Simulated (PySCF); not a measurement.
Ge(H)2(F)(NH2) (FGeH4N), SMILES [F][GeH2][NH2]. Geometry: PBE0-D3(BJ)/def2-TZVP. One conformer was computed; it need not be the lowest.

All values below come from PBE0-D3(BJ)/def2-TZVP (PySCF).

Harmonic wavenumbers (cm⁻¹): 225, 248, 507, 509, 676, 692, 729, 815, 854, 920, 1584, 2195, 2204, 3578, 3675. Rotational constants (GHz): 15.22, 6.202, 4.808; symmetry number 1.

**Question.** Work out the zero-point energy and the ideal-gas rigid-rotor harmonic-oscillator thermochemistry at 298.15 K and 1 atm.

**Answer.** ZPE = ½ Σ hcν = ½ × 19411 cm⁻¹ = 116.10 kJ/mol. H − E(el) = 131.22 kJ/mol. Entropy in J/(mol K): translation 167.33, rotation 100.73, vibration 26.65, total 294.71. G − E(el) = 43.35 kJ/mol. Cp = 76.19 J/(mol K).
